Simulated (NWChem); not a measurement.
Molecule: SnNH5; SMILES [NH2][SnH3]

All runs: NWChem. All runs use the structure optimised with PBE0/def2-SVP. No frequency run checked for a minimum. def2 effective core potentials on Sn; no spin-orbit coupling. Ions are spin-unrestricted doublets at the neutral geometry; other ion states weren't tried.

For level PBE/def2-SVP:

```
Quantity                               Result
-------------------------------------  ------
vertical ionisation energy, ΔSCF (eV)    9.16
−ε(HOMO) (eV)                            5.49
```

**Question.** How do the values read with level CAM-B3LYP/def2-SVP instead?

**Answer.** 
| Property | Value |
|---|---|
| vertical ionisation energy, ΔSCF (eV) | 9.39 |
| −ε(HOMO) (eV) | 8.33 |
